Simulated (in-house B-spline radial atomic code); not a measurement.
Configurations of Si VII (Si6+), with energies counted from [He] 2s2 2p4. Computed with a radial B-spline atomic code at the basis-set limit: Dirac-Hartree-Fock, average of configuration, Fermi nucleus of rms radius 3.1224 fm. Energies include first-order Breit, QED and recoil terms.

Occupations are held fixed; configurations that lie above the ionisation limit could autoionise.

| configuration | E - E(ref) (eV) | highest orbital | its <r> (bohr) |
| --- | --- | --- | --- |
| [He] 2s2 2p3 4s1 | 198.4 | 4s1/2 | 2.74 |
| [He] 2s2 2p3 4d1 | 207.54 | 4d5/2 | 2.86 |
| [He] 2s1 2p4 3d1 | 215.97 | 3d5/2 | 1.392 |
| [He] 2s2 2p3 5s1 | 218.91 | 5s1/2 | 4.487 |
| [He] 2s2 2p3 5d1 | 223.3 | 5d5/2 | 4.755 |
| [He] 2s2 2p3 5g1 | 224.15 | 5g9/2 | 3.928 |
| [He] 2s2 2p3 6s1 | 229.35 | 6s1/2 | 6.663 |
| [He] 2s2 2p3 6f1 | 232.26 | 6f7/2 | 6.838 |
| [He] 2s1 2p4 5g1 | 266.83 | 5g9/2 | 3.928 |
| [He] 2s1 2p4 6d1 | 274.49 | 6d5/2 | 7.082 |

Order these further configurations by energy, lowest first.
A. [He] 2s2 2p3 6d1
B. [He] 2s1 2p4 4d1
C. [He] 2s1 2p4 5f1
D. [He] 2s2 2p3 3s1
E. [He] 2s1 2p4 5d1

D (148.66 eV), A (231.8 eV), B (250.24 eV), E (265.99 eV), C (266.78 eV).

How far above the reference does [He] 2s1 2p4 6g1 lie?

274.98 eV; its least bound orbital is 6g9/2 with <r> = 6.285 bohr.

How far above the reference does [He] 2s2 2p3 6g1 lie?

232.3 eV; its least bound orbital is 6g9/2 with <r> = 6.285 bohr.

How far above the reference does [He] 2s1 2p4 6f1 lie?

274.94 eV; its least bound orbital is 6f7/2 with <r> = 6.838 bohr.

One of these lies 251.8 eV from the reference. Which?
A. [He] 2s2 2p3 4f1
B. [He] 2s1 2p4 4f1
C. [He] 2s2 2p3 5f1

B.
